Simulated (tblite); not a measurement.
Species: C₇H₁₁NO.
Structure used (GFN2-xTB), in Å, numbered top down from 1:
```
atom  x, y, z in Å
C1     3.7024    1.0352   -0.0458
C2     2.7385    0.7002   -0.6713
C3     1.5536    0.2585   -1.3818
N4     0.5264   -0.2231   -0.4711
C5     0.8594   -1.3653    0.3444
C6    -0.6902    0.3809   -0.4837
O7    -0.9290    1.3220   -1.2157
C8    -1.7204   -0.2026    0.4680
C9    -3.0624    0.5027    0.3200
H10    4.5541    1.3515    0.4790
H11    1.8255   -0.5341   -2.0924
H12    1.1179    1.0998   -1.9310
H13    0.3353   -2.2655    0.0074
H14    0.6120   -1.1908    1.3926
H15    1.9318   -1.5381    0.2760
H16   -1.8310   -1.2701    0.2632
H17   -1.3542   -0.0933    1.4920
H18   -2.9512    1.5639    0.5248
H19   -3.7910    0.0817    1.0089
H20   -3.4326    0.3971   -0.6962
```

Calculated harmonic vibrations of the isolated species, GFN2-xTB (tblite), most abundant isotopes, no scaling. Against measured fundamentals such values can be off by several per cent, at times by over 20. One conformer, not necessarily the lowest.

Harmonic wavenumbers (cm⁻¹): 37.6, 58.5, 90.5, 105.7, 144.2, 184.6, 204.1, 243.4, 291.6, 319.3, 354.8, 399.5, 531.5, 549.9, 603.5, 639.5, 680.5, 803.4, 828.4, 927.4, 963.0, 1019.2, 1046.5, 1056.7, 1083.8, 1099.0, 1117.7, 1169.2, 1240.5, 1262.3, 1293.1, 1309.4, 1382.0, 1410.6, 1413.8, 1428.3, 1451.5, 1476.2, 1486.1, 1489.0, 1500.1, 1721.3, 2288.8, 2885.9, 2935.9, 2950.9, 2954.5, 2968.5, 2990.0, 3033.4, 3034.3, 3050.2, 3057.9, 3394.6.

A = 3546, B = 888.9, C = 792.5 MHz; mass 125.084 u (most abundant isotopes); point group C1, symmetry number 1.

Task: Zero-point energy?

Result: ½Σν̃ = 35981 cm⁻¹ = 430.43 kJ/mol.

Task: Give the ideal-gas entropy at 298.15 K and 1 bar in the rigid-rotor, harmonic-oscillator model (classical rotation).

Result: Translation 169.08, rotation 122.36, vibration 143.59: S = 435.0 J/(mol K).

Task: And Cp and H(298.15 K) − H(0)?

Result: Cp = 169.06 J/(mol K), of which vibrations give 135.80 (their classical limit is 54 R = 449.0); H(298.15 K) − H(0) = 31.66 kJ/mol without the zero-point energy, 21.74 from vibrations.

Task: Blend soft modes into free rotors: weight 1/[1 + (100 cm⁻¹/ν̃)⁴] for the oscillator and the rest for a rotor with moment μB/(μ + B), μ = h/(8π²ν), B = 10⁻⁴⁴ kg m². What vibrational entropy results?

Result: 130.15 J/(mol K) in place of 143.59, which changes −T·S at 298.15 K by +4.01 kJ/mol.

Task: What must be added to the electronic energy to get the Gibbs energy at 298.15 K and 1 bar?

Result: ZPE + [H(298.15 K) − H(0)] − T·S = 430.43 + 31.66 − 129.70 = 332.39 kJ/mol.

Task: How do the functions run with temperature in this model?

Result: 
```
 T (K)  S (J/(mol K))  Cp (J/(mol K))  H − H(0) (kJ/mol)  G − H(0) (kJ/mol)  ln q(vib)
    50          250.2            61.3               2.25             -10.26       0.77
   100          301.4            88.4               6.02             -24.12       2.33
373.15          476.2           199.3              45.48            -132.23      10.67
   500          541.2           245.3              73.77            -196.82      14.22
   750          654.3           312.6             144.09            -346.64      20.85
  1000          750.8           357.8             228.25            -522.59      26.96
```

q(vib) and H(0) count from the zero-point level.

Task: Which modes carry the vibrational entropy at 298.15 K?

Result: 37.6 cm⁻¹: 22.52; 58.5 cm⁻¹: 18.86; 90.5 cm⁻¹: 15.27; 105.7 cm⁻¹: 14.00; 144.2 cm⁻¹: 11.50; 184.6 cm⁻¹: 9.55 J/(mol K); the other 48 give 51.91 together.

Hindered rotation and anharmonicity are outside this model. Other conformers, if any are populated, would add a mixing term that is left out. The structure is chiral; the term R ln 2 for an equal mix with its mirror image is left out.
